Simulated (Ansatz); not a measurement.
The cluster ReS2⁺, relaxed as a quintet with UKS PBE0-D4/def2-TZVP in Ansatz, starting from the PBE0-D4/def2-TZVP geometry of the charge +1 singlet. Force threshold 0.02 eV/Å.

In the def2 sets Re takes a core potential; there is no spin–orbit coupling. The relaxation made no stability test and no search for a lower SCF solution. At PBE0-D4/def2-TZVP a triplet of charge 1 lies 1.19 eV below the quintet, each at its own geometry. The structure comes from a short search, and lower isomers may exist.

Start:

Cartesian coordinates in Å:
```
Re 0.354 -0.716 -0.209
S 0.066 0.913 -1.383
S -0.420 -0.197 1.592
```

```tsv
step	energy (eV)	largest force component (eV/Å)	SCF passes
1	-23784.8658	3.172	19
2	-23784.9363	2.059	31
3	-23785.0883	0.410	32
4	-23785.0940	0.123	27
5	-23785.0944	0.015	29
```

Force components are those of the run's own axes.

End:

```xyz
3

Re    0.383   -0.774   -0.226
S     0.055    0.951   -1.398
S    -0.438   -0.176    1.624
```

By distances, no bond broke or formed. The bond that changes most is Re1–S3, from 2.03 to 2.11 Å (atoms count from 1).

No frequencies were taken in this run, so the end may be a saddle point.

It took 6.5 s on 4 threads of Arm Neoverse V2 on a shared host.
